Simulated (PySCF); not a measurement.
A PySCF script (with the pyscf-properties extension) for the NMR shieldings of triethylsilane, C$_{6}$H$_{16}$Si, on a PBE0-D3(BJ)/def2-SVP geometry:

```python
import basis_set_exchange as bse
import numpy as np
from pyscf import gto, dft
from pyscf.prop import nmr

atoms = """
C     0.043656    2.917976   -0.769080
C    -0.786807    1.640400   -0.861639
Si   -0.038429    0.145285    0.020348
C     1.680227   -0.235455   -0.669719
C     2.360362   -1.455672   -0.054566
C    -1.169545   -1.359971   -0.151712
C    -2.595046   -1.149185    0.352257
H    -0.441986    3.764414   -1.280406
H     0.205692    3.218359    0.278631
H     1.037980    2.791296   -1.226187
H    -0.950915    1.362938   -1.918622
H    -1.793205    1.810181   -0.440450
H     0.096709    0.472742    1.482870
H     1.587874   -0.355495   -1.764295
H     2.306188    0.662141   -0.522126
H     2.467184   -1.350342    1.037178
H     1.784578   -2.377219   -0.235461
H     3.368965   -1.617757   -0.467095
H    -0.695669   -2.197268    0.390074
H    -1.176566   -1.661145   -1.214832
H    -3.117522   -0.366427   -0.220215
H    -2.607757   -0.839210    1.409723
H    -3.200302   -2.066349    0.273694
"""
names = dict.fromkeys(["C", "Si", "H"], "pcSseg-1")
basis = {el: gto.basis.parse(bse.get_basis(n, elements=[el], fmt="nwchem")) for el, n in names.items()}
mol = gto.M(atom=atoms, basis=basis, charge=0, verbose=0)
mf = dft.RKS(mol, xc="GGA_XC_KT3")
mf.grids.level = 2
mf.grids.alignment = dft.numint.BLKSIZE   # the property module wants whole blocks of grid points
mf.conv_tol = 1e-9
mf.kernel()

calc = nmr.RKS(mf)   # GIAO
sigma = calc.kernel()   # uncoupled for a functional without exact exchange
for i, s in enumerate(sigma):   # ppm
    print("%2d %-2s %9.2f" % (i, mol.atom_pure_symbol(i), np.trace(s) / 3))
```

Question: What are the results?

Answer: 
```
 0 C     170.52
 1 C     174.50
 2 Si    368.78
 3 C     174.41
 4 C     170.59
 5 C     174.61
 6 C     170.56
 7 H      29.98
 8 H      30.46
 9 H      30.42
10 H      31.02
11 H      30.47
12 H      27.58
13 H      31.01
14 H      30.46
15 H      30.47
16 H      30.42
17 H      29.98
18 H      30.47
19 H      31.01
20 H      30.42
21 H      30.47
22 H      29.98
```

These numbers come from an equivalent density-fitted implementation of the same equations, which agrees with the script to about 0.01 ppm for H and up to a few tenths of a ppm for heavy atoms, so last digits may differ.

Question: Turn these shieldings into chemical shifts. Shifts are taken against calculated references (same method and geometry level): TMS for $^{13}$C (182.31 ppm) and $^{29}$Si (365.51 ppm) and $^{1}$H (31.32 ppm).

Answer: Averaging equivalent atoms: C 0/4/6: 11.7; C 1/3/5: 7.8; Si 2: -3.3; H 12: 3.74; H 7/8/9/15/16/17/20/21/22: 1.03; H 10/11/13/14/18/19: 0.58 ppm. 

Size and cost of the density-fitted run: 206 basis functions, 50 s wall time on 1 thread of an Arm Neoverse V1, shared host.
